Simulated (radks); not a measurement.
Polarisability of the ytterbium ion Yb+, [Xe] 4f14 6s1, at imaginary frequency. Calculated with a radial shooting solver on a logarithmic mesh with Libxc functionals: non-relativistic Kohn-Sham, PBE, spin-polarised, spherical densities, point nucleus; open shells are filled with parallel spins first (spin-orbit coupling, left out, can overturn this in heavy ions); relativity is left out, which matters for an element this heavy. Response by self-consistent Sternheimer equations with the Hartree and adiabatic LDA kernel.

w (hartree),alpha1(iw) (bohr^3),alpha2(iw) (bohr^5)
0.00266,81.70,1628
0.0143,80.59,1546
0.0360,74.96,1236
0.0697,61.42,843.6
0.118,42.96,570.1
0.186,27.08,388.7
0.280,16.79,253.4
0.413,10.84,154.5
0.605,7.352,89.26
0.892,5.065,49.60
1.35,3.333,26.44
2.12,1.967,13.00
3.59,0.9894,5.433
6.94,0.3928,1.695
17.5,0.09697,0.3060

Static values: alpha1 = 81.74 bohr^3 (12.11 angstrom^3; uncoupled 109.6), alpha2 = 1631 bohr^5, alpha3 = 15050 bohr^7. C6 = 675.7, C8 = 52040, triple-dipole C9 = 38440 atomic units. One-pole (London) frequency 4 C6 / (3 alpha1^2) = 0.135 hartree, against 0.326 for minus the highest occupied eigenvalue.
